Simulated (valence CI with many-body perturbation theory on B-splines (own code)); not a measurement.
**Ag XXXIII: key properties**

Method: relativistic CI+MBPT: five valence electrons over a frozen Dirac-Fock core [Ne], a basis of 9 s, 9 p, 8 d, 6 f, 3 g, 1 h functions for each j, with the one-electron correlation potential Σ1, the two-electron term Σ2, the three-electron term Σ3, Breit, model QED; selected CI, second order for the rest, scaled by the run's own slope (own B-spline code, finite nucleus).

No measured spectrum was set against this ion. As an estimate, large intervals hold to a few tenths of a per cent, small ones and those within an open d or f shell to about a per cent. Among the levels kept, up to 1700 cm⁻¹ of a level comes from second order outside the variational space, and about a tenth of that is noise between levels of different J, which matters for small intervals.

Levels are named by their leading jj configuration (3d3/2^4 stands for four electrons in 3d with j = 3/2), which in mixed levels can hold well under half, so a name can repeat and another be missing.

Rates and lifetimes use the calculated energies. Strong lines usually hold to 10 to 20 %, long lifetimes can be off by a factor of two.

Problem. What is the ground level?

Solution. (3s^2 3p1/2^2 3p3/2) J=3/2, composition 39 % 3s2.3p3 2P° + 37 % 3s2.3p3 4S° + 22 % 3s2.3p3 2D°, g = 1.461.

Problem. How well does LS coupling describe the low levels?

Solution. Among the lowest 20 levels the leading LS term, summed over configurations, holds 53 % on average. For single configurations the figures are 49 % in LS and 77 % in jj coupling. Terms mix most in the J = 3/2 level at 997780 cm⁻¹, where the leading one holds 33 %.

Problem. What are the static dipole polarisabilities of the lowest levels?

Solution. (3s^2 3p1/2^2 3p3/2) J=3/2 0.0239 (tensor 0.0017); (3s^2 3p1/2 3p3/2^2) J=3/2 0.0257 (tensor 0.00071); (3s^2 3p1/2 3p3/2^2) J=5/2 0.0256; (3s^2 3p1/2 3p3/2^2) J=1/2 0.0253 bohr³, of which the core gives 0.000354.

Problem. Where does the other parity begin?

Solution. At (3s 3p1/2^2 3p3/2^2) J=5/2, 951180 cm⁻¹.

Problem. What is the ionisation energy?

Solution. 1963.2 eV; NIST lists 1979 ± 8 eV (semi-empirical).
